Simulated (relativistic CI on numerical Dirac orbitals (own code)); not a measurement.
**Ligand-field terms of d2**

Computed with a parametric ligand-field model of a d^n configuration (Racah B and C, spin-orbit zeta, crystal field), exact diagonalisation.

Field parameters in Wybourne normalisation: Oh B⁴₀ = 21Dq, B⁴₄ = √(5/14) B⁴₀. The field is a parameter set, without covalency.

(1) Ground term and bands for B = 1020, C = 3920, ζ = 0 cm⁻¹, Oh, 10Dq = 3060 cm⁻¹?

(2) Ground term and bands for B = 1020, C = 3920, ζ = 0 cm⁻¹, Oh, 10Dq = 25500 cm⁻¹?

(3) Ground term and bands for B = 1020, C = 3920, ζ = 0 cm⁻¹, Oh, 10Dq = 37740 cm⁻¹?

(4) Ground term and bands for B = 1020, C = 3920, ζ = 0 cm⁻¹, Oh, 10Dq = 31620 cm⁻¹?

(5) Ground term and bands for B = 1020, C = 3920, ζ = 0 cm⁻¹, Oh, 10Dq = 29580 cm⁻¹?

Results:

(1) Ground term 3T1 with 0.15 electrons in the two orbitals of the cubic e set. Spin-allowed: 3T2 2535 cm⁻¹, 3A2 5595 cm⁻¹ (1787 nm), 3T1 17310 cm⁻¹ (578 nm). Lowest spin-forbidden: 1T2 13837 cm⁻¹ (723 nm), 1E 14688 cm⁻¹ (681 nm), 1T2 21193 cm⁻¹ (472 nm).

(2) Ground term 3T1 with 0.03 electrons in the two orbitals of the cubic e set. Spin-allowed: 3T2 23488 cm⁻¹ (426 nm), 3T1 36777 cm⁻¹ (272 nm), 3A2 48988 cm⁻¹ (204 nm). Lowest spin-forbidden: 1T2 14509 cm⁻¹ (689 nm), 1E 14760 cm⁻¹ (678 nm), 1A1 31630 cm⁻¹ (316 nm).

(3) Ground term 3T1 with 0.02 electrons in the two orbitals of the cubic e set. Spin-allowed: 3T2 35465 cm⁻¹ (282 nm), 3T1 48490 cm⁻¹ (206 nm), 3A2 73205 cm⁻¹ (137 nm). Lowest spin-forbidden: 1T2 14408 cm⁻¹ (694 nm), 1E 14578 cm⁻¹ (686 nm), 1A1 32744 cm⁻¹ (305 nm).

(4) Ground term 3T1 with 0.02 electrons in the two orbitals of the cubic e set. Spin-allowed: 3T2 29458 cm⁻¹ (339 nm), 3T1 42596 cm⁻¹ (235 nm), 3A2 61078 cm⁻¹ (164 nm). Lowest spin-forbidden: 1T2 14456 cm⁻¹ (692 nm), 1E 14658 cm⁻¹ (682 nm), 1A1 32292 cm⁻¹ (310 nm).

(5) Ground term 3T1 with 0.02 electrons in the two orbitals of the cubic e set. Spin-allowed: 3T2 27463 cm⁻¹ (364 nm), 3T1 40647 cm⁻¹ (246 nm), 3A2 57043 cm⁻¹ (175 nm). Lowest spin-forbidden: 1T2 14473 cm⁻¹ (691 nm), 1E 14689 cm⁻¹ (681 nm), 1A1 32100 cm⁻¹ (312 nm).
